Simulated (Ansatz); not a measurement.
Relaxation of C$_{3}$H$_{9}$FOSi (15 atoms, charge 0, multiplicity 1), to a largest force component of 0.015 eV/Å in at most 40 steps.

The calculation used RKS PBE0-D4/6-31G* (Ansatz 0.2.0).

```xyz
15
Properties=species:S:1:pos:R:3:forces:R:3
C -0.946 -1.121 0.986 -1.55 2.36 -0.09
Si 0.360 0.017 0.331 0.70 0.55 0.78
C 1.579 -0.947 -0.659 2.26 0.34 1.29
F 1.192 0.662 1.599 -0.47 -0.23 -0.53
C -0.355 1.419 -0.719 -1.12 0.69 1.19
O -1.255 2.364 -0.072 -0.34 -1.18 0.65
H -1.675 -0.503 1.587 0.50 -0.57 -0.44
H -1.512 -1.517 0.144 -0.07 -0.43 -0.04
H -0.583 -1.862 1.637 0.57 -1.30 0.73
H 2.052 -1.746 -0.015 -0.57 0.62 -0.57
H 1.141 -1.409 -1.503 -0.45 -0.61 -1.20
H 2.445 -0.296 -0.973 -0.84 -0.55 0.05
H 0.423 2.048 -1.115 0.61 0.20 -0.32
H -0.911 1.012 -1.544 -0.09 -0.57 -0.98
H -1.977 1.827 0.345 0.86 0.68 -0.51
```

**Question.** Where does it end, and by what steps?

**Answer.** The run converged. After 8 steps the energy has fallen by 0.293 eV; H15 moved furthest, 0.41 Å.

| step | energy less start (eV) | largest force component (eV/Å) | accepted |
| --- | --- | --- | --- |
| 0 | 0.0000 | 2.362 | yes |
| 1 | -0.2412 | 0.727 | yes |
| 2 | -0.2704 | 0.433 | yes |
| 3 | -0.2869 | 0.135 | yes |
| 4 | -0.2908 | 0.108 | yes |
| 5 | -0.2913 | 0.124 | yes |
| 6 | -0.2924 | 0.040 | yes |
| 7 | -0.2925 | 0.020 | yes |
| 8 | -0.2926 | 0.005 | yes |

```xyz
15
Properties=species:S:1:pos:R:3
C -0.983 -0.996 1.049
Si 0.402 0.043 0.337
C 1.592 -0.974 -0.687
F 1.228 0.679 1.581
C -0.322 1.460 -0.687
O -1.386 2.146 -0.033
H -1.637 -0.402 1.697
H -1.597 -1.439 0.255
H -0.585 -1.817 1.654
H 2.047 -1.769 -0.086
H 1.080 -1.447 -1.534
H 2.401 -0.355 -1.088
H 0.454 2.213 -0.864
H -0.626 1.104 -1.689
H -2.089 1.503 0.126
```

Whether the end is a true minimum wasn't checked by a vibrational analysis.

Time of the run: 46 s on 2 threads of Intel(R) Xeon(R) Platinum 8259CL CPU @ 2.50GHz (Skylake/Cascade Lake), on a shared host, peak memory 0.3 GiB.
